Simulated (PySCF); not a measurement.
## Radial density of K⁶⁺ (potassium, charge +6)

UHF, [Ne] 3s2 3p1, 2P determinant. Calculation: PySCF 2.14, in an even-tempered Gaussian basis (18 s from 0.13 bohr⁻², ratio 2.5; 12 p from 0.17 bohr⁻², ratio 2.5; 5 d from 1.5 bohr⁻², ratio 2.7; 5 f from 2.3 bohr⁻², ratio 2.7); no relativity, point nucleus.

| r (bohr) | 4πr²ρ (e/bohr) | 4πr²(ρα − ρβ) |
| --- | --- | --- |
| 0.00147 | 0.1175 | 0.0000 |
| 0.00248 | 0.3200 | 0.0000 |
| 0.00417 | 0.8491 | 0.0000 |
| 0.00701 | 2.156 | 0.0001 |
| 0.0118 | 5.090 | 0.0002 |
| 0.0198 | 10.62 | 0.0010 |
| 0.0334 | 18.09 | 0.0053 |
| 0.0561 | 22.19 | 0.0267 |
| 0.0944 | 17.88 | 0.1055 |
| 0.159 | 16.18 | 0.2615 |
| 0.267 | 22.52 | 0.2446 |
| 0.449 | 13.12 | -0.0141 |
| 0.755 | 3.763 | 0.6804 |
| 1.27 | 2.676 | 0.8826 |
| 2.14 | 0.2078 | 0.0839 |
| 3.60 | 0.0003132 | 0.0001 |

Where is the radial spin density 4πr²(ρα − ρβ) most negative, and why is it negative at all?

Around r = 0.449 bohr, down to -0.0141 e/bohr: exchange with the open shell polarises the paired shells in an unrestricted calculation.
